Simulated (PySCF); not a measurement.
## Telling isomers of C7H9F apart by NMR

[PySCF: PBE0/pcSseg-1 with gauge-including orbitals; GFN2-xTB geometry; no solvent model; no relativistic terms; fast rotation and ring inversion assumed for equivalent nuclei; one conformer]

Shifts are taken against calculated references (same method and geometry level): TMS for ¹H (σref 31.72), ¹³C (σref 186.93). Splittings of carbon signals by F and P are missing where no couplings were computed. Where no couplings were computed, multiplicities follow the n + 1 count of equivalent neighbours, and m marks all less simple cases (inequivalent or close neighbours, rings, F or P nearby). Shifts are as computed. Against solution values, carbons near 30 ppm lie about +3 ppm off and those near 130 ppm about +5 ppm. Of 1309 compounds with measured shifts, 239 miss one by over three times the rms of a fit or turn the order of signals round; such compounds aren't used in these exercises.

(1) Tabulate the signals of `C=CCC1=C(CF)C1`, `C=C(C)C1=C(CF)C1`, `C#C[C@@H]1[C@H](C)C[C@@H]1F`, `CC/C(F)=C1\C=CC1`, `C=C1C=C(F)CCC1` and their relative energies.

(2) What is the quickest way to tell C=CCC1=C(CF)C1 from C#C[C@@H]1[C@H](C)C[C@@H]1F?

(3) What is the quickest way to tell C=C(C)C1=C(CF)C1 from C#C[C@@H]1[C@H](C)C[C@@H]1F?

(4) What is the quickest way to tell C#C[C@@H]1[C@H](C)C[C@@H]1F from C=C1C=C(F)CCC1?

Results:

(1) 
| SMILES | carbon types | δC | δH | E rel. (kcal/mol) |
| --- | --- | --- | --- | --- |
| C=CCC1=C(CF)C1 | 2×C 1×CH 4×CH2 | 144.3, 130.5, 123.1, 115.9, 78.0, 39.1, 12.1 | 6.58 (m, 1H), 5.67 (m, 2H), 5.52 (m, 1H), 5.44 (m, 1H), 3.39 (d, 2H), 1.10 (s, 2H) | 60.6 |
| C=C(C)C1=C(CF)C1 | 3×C 3×CH2 1×CH3 | 140.6, 127.0, 120.5, 119.9, 86.6, 24.9, 11.9 | 6.00 (m, 2H), 5.75 (br s, 1H), 5.56 (br s, 1H), 2.21 (s, 3H), 1.22 (s, 2H) | 51.4 |
| C#C[C@@H]1[C@H](C)C[C@@H]1F | 1×C 4×CH 1×CH2 1×CH3 | 84.7, 84.3, 83.3, 39.6, 38.8, 23.9, 20.4 | 4.94 (m, 1H), 3.41 (m, 1H), 2.53 (m, 1H), 2.01 (m, 1H), 1.87 (m, 1H), 1.82 (d, 1H), 1.32 (d, 3H) | 45.7 |
| CC/C(F)=C1\C=CC1 | 2×C 2×CH 2×CH2 1×CH3 | 159.7, 143.0, 140.8, 123.7, 36.3, 28.2, 15.0 | 6.50 (m, 1H), 6.41 (m, 1H), 3.15 (m, 2H), 2.37 (m, 2H), 1.24 (t, 3H) | 31.9 |
| C=C1C=C(F)CCC1 | 2×C 1×CH 4×CH2 | 175.6, 148.8, 116.4, 114.9, 34.2, 30.8, 26.6 | 6.10 (m, 1H), 5.11 (m, 1H), 5.08 (m, 1H), 2.41 (m, 2H), 2.27 (m, 2H), 1.72 (m, 2H) | 0.0 |

Energies are electronic energies at PBE0/pcSseg-1 on these geometries, without zero-point or thermal terms, each for the one conformer computed, which needn't be the lowest.

(2) Both give the same number of carbon signals, but DEPT or the intensities differ. The first has a terminal =CH2 carbon at 123.1 ppm, the second a propargylic sp3 CH at 38.8 ppm. Their most deshielded carbons lie at 144.3 and 84.7 ppm. In the proton spectra the most deshielded non-exchanging signals are 6.58 (m, 1H) and 4.94 (m, 1H).

(3) Both give the same number of carbon signals, but DEPT or the intensities differ. The first has a terminal =CH2 carbon at 127.0 ppm, the second an sp3 CH bonded to F at 84.7 ppm. Their most deshielded carbons lie at 140.6 and 84.7 ppm. In the proton spectra the most deshielded non-exchanging signals are 6.00 (m, 2H) and 4.94 (m, 1H).

(4) Both give the same number of carbon signals, but DEPT or the intensities differ. The first has an alkyne carbon (C) at 83.3 ppm, the second a fully substituted alkene carbon (C) at 175.6 ppm. Their most deshielded carbons lie at 84.7 and 175.6 ppm. In the proton spectra the most deshielded non-exchanging signals are 4.94 (m, 1H) and 6.10 (m, 1H).
